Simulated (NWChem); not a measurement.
System: C$_{6}$H$_{5}$F; SMILES Fc1ccccc1

Results from NWChem. Pople sets run with spherical d functions. Coordinates come from a PBE0/def2-SVP optimisation. Computed dipoles belong to the equilibrium geometry; the measured one is vibrationally averaged.

Measured dipole moment: 1.60 D (NIST CCCBDB, as tabulated in the package chemicals).

Which of these levels lies farthest from the measured value, and how do the others fare: B3LYP/def2-SVPD; B3LYP/3-21G; B3LYP/def2-SVP; B3LYP/def2-TZVP; B3LYP/6-31G*; B3LYP/STO-3G?

B3LYP/STO-3G.
```csv
level,dipole moment (D),computed − measured
B3LYP/STO-3G,0.28,-1.32
B3LYP/3-21G,1.27,-0.33
B3LYP/6-31G*,1.24,-0.36
B3LYP/def2-SVP,1.32,-0.28
B3LYP/def2-SVPD,1.49,-0.11
B3LYP/def2-TZVP,1.41,-0.19
```
